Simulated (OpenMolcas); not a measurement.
## Ni3+: moving or changing the point charges

Ni3+ among 4 point charges of -1.5 e arranged as a tetrahedron (Td), 2.14 Å from the ion.
```
   1.2355    1.2355    1.2355  -1.50
   1.2355   -1.2355   -1.2355  -1.50
  -1.2355    1.2355   -1.2355  -1.50
  -1.2355   -1.2355    1.2355  -1.50
```

```json
{"Program": "OpenMolcas", "Method": "CASSCF", "Basis": "ANO-RCC-VDZP [5s4p2d1f]", "Scalar Hamiltonian": "DKH2, point nucleus", "Active space": "7 electrons in 5 orbitals (3d)", "State averaging": "2S+1 = 4 even, 10 roots; 2S+1 = 2 even, 40 roots", "Spin-orbit coupling": "state interaction with AMFI integrals over the reference wave functions"}
```

Runs around this geometry, states (labels of Td). Energies in cm-1 above the lowest state or level, χT in cm3 K/mol.

| R (Å) | q (e) | Ground state | First state of that spin | First gap with spin-orbit (degeneracies) | χT at 300 K | First state of another spin |
| --- | --- | --- | --- | --- | --- | --- |
| 2.03 | -0.75 | 4A2 | 4T2 494.3 | 356.1 (4, 4) | 5.206 | 2A1 21840 |
| 1.89 | -1.5 | 4A2 | 4T2 1254 | 1018 (4, 4) | 4.321 | 2E 22498 |
| 2.14 | -1.5 | 4A2 | 4T2 740.5 | 559.2 (4, 4) | 4.896 | 2S+1 = 2: 22088 |

Taking the first state of the same spin as R^-n, n = -ln(740.5 / 1254) / ln(2.14 / 1.89) = 4.2 between the shortest and longest distance.

Without dynamic correlation the repulsion within the d shell is too large (B by tens of per cent), so at a given field states of lower spin stand too high. The ground term spreads over less than 5000 cm-1, several times less than with real ligands, so orbital moments are less quenched and χT lies further from the spin-only value than at real sites. Spin-orbit coupling mixes the spin-free states strongly: the lowest level takes only 54 % from its leading state, 4A2 (figures for R = 2.03, q = -0.75; the like holds for R = 2.14, q = -1.5). Point charges carry no covalency, so the field is a model and not that of real ligands. No measured value stands beside these numbers.

A state without a sure symmetry label is named by its multiplicity alone.
